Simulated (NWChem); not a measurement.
Everything below was run with NWChem. System: C$_{2}$H$_{5}$FSi$_{2}$, charge 0, spin multiplicity 1, at a geometry optimised with PBE/def2-SVP. The structure started from a generated list of species. Level: MP2/def2-TZVP, 13 core orbitals frozen.

Input file:

```
start mol
memory heap 200 mb stack 800 mb global 1000 mb
geometry units angstroms nocenter noautoz noautosym
  C      2.101025     1.913237     0.270092
  C      1.354193     1.004483    -0.088118
  Si     0.174379    -0.310414    -0.582348
  F      0.790395    -1.774880    -0.153398
  Si    -1.868242     0.010007     0.542131
  H      2.764745     2.710574     0.581022
  H      0.032571    -0.300378    -2.077091
  H     -2.848389    -1.069979     0.171910
  H     -1.640842    -0.012929     2.028315
  H     -2.438878     1.346025     0.147614
end
basis spherical
  * library def2-tzvp
end
scf
  rhf
  nopen 0
  maxiter 100
  thresh 1e-7
  semidirect memsize 60000000 filesize 0
end
mp2
  freeze core 13
end
task mp2 energy
```

Part of the output:

```
             Northwest Computational Chemistry Package (NWChem) 7.3.0
             --------------------------------------------------------

                                NWChem Input Module
                                -------------------

 Scaling coordinates for geometry "geometry" by  1.889725989
 (inverse scale =  0.529177249)

                             Geometry "geometry" -> ""
                             -------------------------

 Output coordinates in angstroms (scale by  1.889725989 to convert to a.u.)

  No.       Tag          Charge          X              Y              Z
 ---- ---------------- ---------- -------------- -------------- --------------
    1 C                    6.0000     2.10102500     1.91323700     0.27009200
    2 C                    6.0000     1.35419300     1.00448300    -0.08811800
    3 Si                  14.0000     0.17437900    -0.31041400    -0.58234800
    4 F                    9.0000     0.79039500    -1.77488000    -0.15339800
    5 Si                  14.0000    -1.86824200     0.01000700     0.54213100
    6 H                    1.0000     2.76474500     2.71057400     0.58102200
    7 H                    1.0000     0.03257100    -0.30037800    -2.07709100
    8 H                    1.0000    -2.84838900    -1.06997900     0.17191000
    9 H                    1.0000    -1.64084200    -0.01292900     2.02831500
   10 H                    1.0000    -2.43887800     1.34602500     0.14761400

 Effective nuclear repulsion energy (a.u.)     250.1226486465

            Nuclear Dipole moment (a.u.)
            ----------------------------
        X                 Y               Z
 ---------------- ---------------- ----------------
    -0.0000226767     0.0000283459    -0.0000113384


 Summary of "ao basis" -> "" (spherical)
 ------------------------------------------------------------------------------
       Tag                 Description            Shells   Functions and Types
 ---------------- ------------------------------  ------  ---------------------
 *                         def2-tzvp                  on all atoms

 Summary of "ao basis" -> "ao basis" (spherical)
 ------------------------------------------------------------------------------
       Tag                 Description            Shells   Functions and Types
 ---------------- ------------------------------  ------  ---------------------
 C                         def2-tzvp                11       31   5s3p2d1f
 Si                        def2-tzvp                13       37   5s5p2d1f
 F                         def2-tzvp                11       31   5s3p2d1f
 H                         def2-tzvp                 4        6   3s1p

                                 NWChem SCF Module
                                 -----------------

  ao basis        = "ao basis"
  functions       =   197
  atoms           =    10
  closed shells   =    27
  open shells     =     0
  charge          =   0.00
  wavefunction    = RHF
  use symmetry    = F
  symmetry adapt  = F

 Summary of "ao basis" -> "ao basis" (spherical)
 ------------------------------------------------------------------------------
       Tag                 Description            Shells   Functions and Types
 ---------------- ------------------------------  ------  ---------------------
 C                         def2-tzvp                11       31   5s3p2d1f
 Si                        def2-tzvp                13       37   5s5p2d1f
 F                         def2-tzvp                11       31   5s3p2d1f
[...]
    80     -1.618126   3 Si px              148     -1.524447   5 Si px
     5     -0.989742   1 C  s                67      0.786247   3 Si s
   188      0.775528   9 H  s                81     -0.516112   3 Si py
    13      0.502408   1 C  py                4      0.439373   1 C  s

 center of mass
 --------------
 x =   0.08952689 y =  -0.08027411 z =  -0.01812364

 moments of inertia (a.u.)
 ------------------
         560.198274912774        -155.010600750761         109.686061711084
        -155.010600750761         848.859211870090         -63.145836504089
         109.686061711084         -63.145836504089        1209.058356186609

  Mulliken analysis of the total density
  --------------------------------------

    Atom       Charge   Shell Charges
 -----------   ------   -------------------------------------------------------
    1 C    6     6.20   0.86  1.12  0.53  0.50  0.17  1.18  1.32  0.50  0.02  0.01  0.01
    2 C    6     6.29   0.86  1.12  0.49  0.86  0.02  1.19  1.24  0.43  0.01  0.05  0.01
    3 Si  14    13.24   2.00  0.58  1.39  0.76  0.31  4.12  1.73  0.51  1.17  0.15  0.20  0.24  0.07
    4 F    9     9.43   0.77  1.20  0.59  1.01  0.35  2.24  2.30  0.96  0.00  0.01  0.00
    5 Si  14    13.90   2.00  0.58  1.39  0.81  0.48  4.12  1.73  0.52  1.55  0.43  0.11  0.16  0.02
    6 H    1     0.79   0.25  0.46  0.06  0.02
    7 H    1     1.05   0.24  0.55  0.25  0.01
    8 H    1     1.04   0.23  0.56  0.23  0.01
    9 H    1     1.03   0.23  0.56  0.23  0.01
   10 H    1     1.04   0.23  0.56  0.24  0.01

       Multipole analysis of the density wrt the origin
       ------------------------------------------------

     L   x y z        total         open         nuclear
     -   - - -        -----         ----         -------
     0   0 0 0     -0.000000      0.000000     54.000000

     1   1 0 0     -0.117813      0.000000     -0.000023
     1   0 1 0      0.778734      0.000000      0.000028
     1   0 0 1     -0.015981      0.000000     -0.000011

     2   2 0 0    -32.363693      0.000000    417.101660
     2   1 1 0      4.557569      0.000000     92.509418
     2   1 0 1      1.199027      0.000000    -59.432483
     2   0 2 0    -33.753644      0.000000    243.236633
     2   0 1 1      1.260732      0.000000     35.045889
     2   0 0 2    -34.135791      0.000000     65.621366

                   NWChem MP2 Semi-direct Energy/Gradient Module
                   ---------------------------------------------

  Basis functions       =    197
  Molecular orbitals    =    197
  Frozen core           =     13
  Frozen virtuals       =      0
  Active alpha occupied =     14
  Active beta occupied  =     14
  Active alpha virtual  =    170
  Active beta virtual   =    170
  Use MO symmetry       = F
  Use skeleton AO sym   = F

  AO/Fock/Back tols     =   1.0D-09  1.0D-09  1.0D-09

 GA uses MA = F    GA memory limited = T

 Available:
  local mem=  1.15D+08
 global mem=  1.31D+08
 local disk=  0.00D+00
  mp2_memr nvloc                   170
  nvloc new                   170
   1 passes of  14:        5242880                     198122                 142420781.
   1 passes of  14: M    114678567           G      130994382           F     109435687.
  mp2_memr nvloc                   170
  nvloc new                   170
   2 passes of   7:        5242880                     138646                  71243549.
   2 passes of   7: M    114678567           G      130994382           F     109435687.

 Semi-direct pass number   1 of   2  for RHF alpha+beta  at      162.5s
  vrange nnbf                 17592
  mp2_eaftype                   271  avail_ma_in_mb                   999
 EAF : mp2_eaftype filesize         271   35621774.
  mp2_eaf for mointskh                    271
Node 0 wrote    167.5 Mb in      0.1 s     Agg I/O rate:  1724.0 Mb/s
 Done moints_semi at      196.6s
  mp2_eaftype                   271  avail_ma_in_mb                   728
 EAF : mp2_eaftype filesize         271   35621774.
  mp2_eaf for kh                   271
 Done maket at      197.7s
 Semi-direct pass number   2 of   2  for RHF alpha+beta  at      197.7s
  vrange nnbf                 17592
  mp2_eaftype                   271  avail_ma_in_mb                   728
 EAF : mp2_eaftype filesize         271   35621774.
  mp2_eaf for mointskh                    271
Node 0 wrote    167.5 Mb in      0.1 s     Agg I/O rate:  1857.8 Mb/s
 Done moints_semi at      228.6s
  mp2_eaftype                   271  avail_ma_in_mb                   728
 EAF : mp2_eaftype filesize         271   35621774.
  mp2_eaf for kh                   271
 Done maket at      229.7s
 Done multipass loop at      229.7s

          -------------------------------------------
          SCF energy                -756.048862600194
          Correlation energy          -0.778478250639
          Singlet pairs               -0.510901192744
          Triplet pairs               -0.267577057896
          Total MP2 energy          -756.827340850833
          -------------------------------------------

          ---------------------------------------------------
                    Spin Component Scaled (SCS) MP2
          Same spin pairs                     -0.178384705264
          Same spin scaling factor             0.333333333333
          Opposite spin pairs                 -0.600093545376
          Opposite spin scaling fact.          1.200000000000
          SCS-MP2 correlation energy          -0.779573822872
          Total SCS-MP2 energy              -756.828436423066
          ---------------------------------------------------

 -----------------------
 Performance information
 -----------------------

 Timer overhead =  1.99D-07 seconds/call

               Nr. of calls         CPU time (s)                 Wall time (s)                GFlops
             ---------------    -------------------     ------------------------------   -------------------
Name         Min   Avg   Max    Min     Avg     Max     Min     Avg     Max   Mx/calls   Min     Max     Sum
mp2: moin     2     2     2    65.     65.     65.      65.     65.     65.     33.      0.0     0.0     0.0
mp2: make     2     2     2    2.1     2.1     2.1      2.1     2.1     2.1     1.1      0.0     0.0     0.0
mp2: tota     1     1     1    67.     67.     67.      67.     67.     67.     67.      0.0     0.0     0.0

 The average no. of pstat calls per process was 5.00D+00
 with a timing overhead of 9.97D-07s

 Task  times  cpu:      229.6s     wall:      229.6s

 Total times  cpu:      229.7s     wall:      229.7s
```
